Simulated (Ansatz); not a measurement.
Calculated with Ansatz (gas phase, PBE0-D4/def2-TZVP geometries, no zero-point term in ΔE). CBS: MP2 limit from def2 TZ/QZ plus the TZ coupled-cluster correction, frozen cores. This one scheme is used for every species. DFT in def2-TZVPP. For V outer-core shells are correlated without core-valence functions, which leaves a few kJ/mol of doubt a bond. Scalar relativity is left out up to krypton. Each species was taken in one conformer, which may not be the lowest.

Reaction (ligand exchange at a V–F bond): `[NH]=[V]([F])([Cl])[Cl]` + NH₃ → `[NH]=[V]([NH2])([Cl])[Cl]` + H–F

```
             level  ΔE (kcal/mol)  difference from CCSD(T)/CBS
      CAM-B3LYP-D4           12.2                          5.0
           ωB97X-V           12.3                          5.1
            r2SCAN           13.5                          6.3
         CAM-B3LYP           13.0                          5.8
           LC-ωPBE           12.8                          5.6
       HF/def2-SVP           12.1                          4.9
     CCSD/def2-SVP           11.5                          4.3
CCSD(T)/def2-TZVPP            8.0                          0.8
     HF/def2-QZVPP           14.4                          7.2
    MP2/def2-QZVPP            1.9                         -5.3
       CCSD(T)/CBS            7.2                            0
```

Largest T1 diagnostic among the species: 0.031, so the coupled-cluster value is less sure than usual.

In def2-TZVPP, CCSD(T) changes the Hartree–Fock value by −6.0 kcal/mol (the triples alone add −1.7 kcal/mol) and MP2 by −11.8 kcal/mol. From BLYP to BHLYP (50 % exact exchange), in def2-TZVPP and without D4, ΔE moves by −2.5 kcal/mol. At CCSD(T), def2-SVP lies +2.6 kcal/mol from the extrapolated value and def2-TZVPP +0.8 kcal/mol.
